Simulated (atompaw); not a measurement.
**Plane-wave convergence, PAW (atompaw) potential for Tm**

thulium (Tm), PAW, made with atompaw 4.2.0.5 (PBEsol, scalar-relativistic). Core [Kr] 4d10 4f12, reference 5s2 5p6 5d1 6s1.5 6p0.5. Waves: 5s (bound): rc 1.80 bohr; 6s (bound): rc 2.60 bohr; 5p (bound): rc 2.50 bohr; 6p (bound): rc 2.20 bohr; 5d (bound): rc 2.60 bohr; 5d channel at 2.3 Ry: rc 2.60 bohr. Local part: ultrasoft scheme with l = 3 at 0 Ry, radius 2.45 bohr. Core correction: smooth core density matched at 2.00 bohr. Augmentation charge: sinc compensation charge, radius 2.25 bohr; PAW radius 2.60 bohr; waves and projectors: custom polynom2 7 10 vanderbiltortho.

The pseudo-atom Hamiltonian at the reference potential is diagonalised in spherical Bessel functions j_l(qr) that vanish at 20 bohr, with q² up to the cutoff. All-electron valence levels (Ry): 5s -4.2940, 6s -0.3629, 5p -2.2882, 6p -0.1216, 5d -0.1875.

How do the lowest levels (Ry) of each channel move with the cutoff, and are there ghosts?

```tsv
cutoff (Ry)	s #1	s #2	p #1	p #2	p #3	d #1	d #2	f #1	Σ f·Δε (mRy)
8	-4.1592	-0.3617	-2.2500	-0.1172	0.0318	-0.1522	0.0404	0.0862	538.2
12	-4.2803	-0.3626	-2.2749	-0.1213	0.0307	-0.1746	0.0387	0.0862	120.5
15	-4.2905	-0.3626	-2.2820	-0.1215	0.0306	-0.1816	0.0383	0.0862	50.7
21	-4.2939	-0.3628	-2.2835	-0.1215	0.0306	-0.1840	0.0381	0.0862	32.4
25	-4.2940	-0.3628	-2.2863	-0.1216	0.0306	-0.1851	0.0381	0.0862	13.9
35	-4.2940	-0.3629	-2.2872	-0.1216	0.0306	-0.1867	0.0380	0.0862	6.8
45	-4.2940	-0.3629	-2.2879	-0.1216	0.0306	-0.1872	0.0379	0.0862	2.3
50	-4.2940	-0.3629	-2.2879	-0.1216	0.0306	-0.1873	0.0379	0.0862	2.2
60	-4.2940	-0.3629	-2.2881	-0.1216	0.0306	-0.1874	0.0379	0.0862	1.1
70	-4.2940	-0.3629	-2.2881	-0.1216	0.0306	-0.1874	0.0379	0.0862	0.7
90	-4.2940	-0.3629	-2.2882	-0.1216	0.0306	-0.1875	0.0379	0.0862	0.3
400	-4.2940	-0.3629	-2.2882	-0.1216	0.0306	-0.1875	0.0379	0.0862	0.0
```

Result: no extra level below or beside the all-electron valence levels (s, p, d, f tested); 10 mRy is reached at 30 Ry and 1 mRy at 70 Ry.
